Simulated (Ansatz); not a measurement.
The cluster SnBr2⁻, relaxed as a doublet with UKS PBE-D4/def2-TZVPD in Ansatz, starting from the GFN1-xTB geometry. Force threshold 0.02 eV/Å.

In the def2 sets Sn takes a core potential; there is no spin–orbit coupling. The highest occupied level of the charge -1 doublet lies above zero (up to 0.64 eV). By energy differences its removal costs 1.83 eV (vertical, to the charge 0 singlet, at PBE-D4/def2-TZVPD); a positive level beside a positive removal energy at the same level points to self-interaction error. The relaxation made no stability test and no search for a lower SCF solution. The structure comes from a short search, and lower isomers may exist.

Start:

Cartesian coordinates in Å:
```
Sn -0.4095 -0.7483 -0.7343
Br 2.0797 -0.1960 -0.0989
Br -1.6703 0.9443 0.8332
```

```csv
step,energy (eV),largest force component (eV/Å),SCF passes
1,-145908.2771,0.547,18
2,-145908.3051,0.017,19
```

Force components are those of the run's own axes.

End:

Cartesian coordinates in Å:
```
Sn -0.424 -0.774 -0.759
Br 2.121 -0.194 -0.095
Br -1.698 0.967 0.854
```

By distances, no bond broke or formed. The bond that changes most is Sn1–Br2, from 2.63 to 2.69 Å (atoms count from 1).

No frequencies were taken in this run, so the end may be a saddle point.

Hardware: 4 threads of Arm Neoverse V2 on a shared host. Wall time 4.3 s.
